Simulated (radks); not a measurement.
Question: These are the eigenvalues of the occupied orbitals of an atom or ion with whole-number occupations (eV). Calculated with a radial shooting solver on a logarithmic mesh with Libxc functionals: scalar-relativistic Kohn-Sham, r2SCAN, spin-polarised, spherical densities, finite nucleus; meta-GGA in the generalised Kohn-Sham scheme; Fermi nuclear charge, rms radius of each element as measured or else 0.836 A^(1/3) + 0.57 fm.

orbital  eigenvalue
1s up     -670.0750
1s down   -669.1046
2s up      -32.5704
2s down    -30.3777
2p up      -12.5700
2p down    -10.3572

Which element is it, and in what charge state? The configuration may be excited. Open shells, if any, are filled with parallel spins first.

Answer: Z = 9, fluorine, charge 0: F in [He] 2s2 2p5. The list shows which subshells hold electrons but not how many an open one holds; the 1s level, -24.625 hartree, gives Z - s = 7.0 by -(Z - s)^2/2, which with screening and relativity narrows Z to a few neighbours, and the depths of the outer levels then fix element, charge and occupations together.
